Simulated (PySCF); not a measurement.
Spinor energies of Nb¹⁸⁺ (niobium, charge +18)

Start: [Ar] 3d5; 3d3/2 filled at m_j = -3/2, -1/2, +1/2, +3/2; 3d5/2 filled at m_j = +5/2. Calculated with PySCF 2.14 in an even-tempered Gaussian basis (17 s from 1.9 bohr⁻², ratio 2.8; 12 p from 2.4 bohr⁻², ratio 2.8; 8 d from 2.4 bohr⁻², ratio 2.8; 4 f from 9.3 bohr⁻², ratio 3): generalised Hartree-Fock with the X2C-1e Hamiltonian and a Gaussian nucleus; one run each with spin-orbit coupling (SO) switched off, then screened by Boettger's factors.

| spinor shell | electrons | ε, spin-free (eV) | ε, screened SO (eV) | weight of nominal j (screened SO) | rms radius, screened SO (bohr) |
| --- | --- | --- | --- | --- | --- |
| 1s1/2 | 2 | -19687.7 | -19686.8 | 1.000 | 0.0415 |
| 2s1/2 | 2 | -3335.1 | -3334.8 | 1.000 | 0.170 |
| 2p1/2 | 2 | -3036.8 | -3104.8 | 0.993 | 0.149 |
| 2p3/2 | 4 | -3036.8 | -3004.6 | 0.997 | 0.153 |
| 3s1/2 | 2 | -1003.6 | -1003.5 | 1.000 | 0.447 |
| 3p1/2 | 2 | -900.48 | -922.91 | 0.776 | 0.440 |
| 3p3/2 | 4 | -900.48 | -889.61 | 0.888 | 0.448 |
| 3d3/2 | 4 | -764.25 | -764.60 | 0.596 | 0.412 |
| 3d5/2 | 1 | -764.25 | -762.53 | 1.000 | 0.413 |

```json
{"quantity": "E (hartree)", "spin-free": "-3653.19416", "screened SO": "-3653.62504"}
{"quantity": "M_J", "spin-free": "5/2", "screened SO": "5/2"}
{"quantity": "⟨J²⟩", "spin-free": "8.751", "screened SO": "8.751"}
{"quantity": "⟨L²⟩", "spin-free": "0.000", "screened SO": "0.100"}
{"quantity": "⟨S²⟩", "spin-free": "8.751", "screened SO": "8.527"}
```

Each row is a mean over spinors that exchange with the open shell spreads, by up to 31.353 eV (3p3/2).

Rows whose weight is well below 1 are mixtures of j = l ± 1/2: exchange outweighs spin-orbit coupling there, and the label is only the starting occupation.

Breit and QED terms are absent; they matter most for the inner s and p1/2 levels.

Densities and radii are taken from the X2C orbitals without a picture-change correction, which distorts them close to the nucleus.

Without spin-orbit coupling the j labels of p, d and f shells carry no meaning; the spin-free column gives the mean over the occupied spinors of each nl shell.
